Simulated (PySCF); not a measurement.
## InF⁻: frontier orbitals

UHF at R = 2.097 Å; In aug-cc-pVDZ-PP with ECP28, F aug-cc-pVDZ; scalar-relativistic core potentials (PySCF 2.14). State: ²Π (doublet), unpaired electrons π ↑. Only the outer orbitals are listed, counted within each symmetry, core potentials removing the inner ones.

```csv
spin,orbital,occ.,ε (eV),on In (%),main shells (%)
α,6σ,1,-10.70,16,"83 F p, 13 In s"
α,3π,1,-9.89,1,99 F p
α,3π,1,-9.70,1,99 F p
α,7σ,1,-5.19,93,85 In s
α,4π,1,-0.14,103,101 In p
α,4π,0,3.40,101,101 In p
α,8σ,0,3.58,96,94 In p
α,5π,0,4.37,100,100 In p
β,6σ,1,-10.59,13,"86 F p, 10 In s"
β,3π,1,-9.68,1,99 F p
β,3π,1,-9.63,1,99 F p
β,7σ,1,-4.45,97,"89 In s, 8 In p"
β,4π,0,3.51,101,101 In p
β,8σ,0,3.66,96,95 In p
β,4π,0,3.79,101,101 In p
```

Q: Which are the highest filled and the lowest empty level, where do they sit, and how wide is the gap?

A: Highest filled α 4π at -0.14 eV (in %: 101 In p); lowest empty α 4π at 3.40 eV (in %: 101 In p); the gap at UHF is 3.54 eV. Both belong to one degenerate shell, split only by its one-sided filling, so this is no excitation gap. An empty level above zero is unbound, and its energy depends on the basis.

```
bond order (Mayer)                                                                                                : 0.06
⟨S²⟩                                                                                                              : 0.764
charge on In (Mulliken, basis-dependent)                                                                          : -0.25
charge on In (Löwdin, basis-dependent)                                                                            : -0.17
dipole moment (positive dipole points towards F; it is taken about the centre of mass and depends on that origin) : -1.67 D
```

Shares are Mulliken populations and can fall outside 0 to 100 %.

Spin–orbit coupling is left out. The state is the lowest determinant that a PBE0 search found; another state may lie lower at other levels.
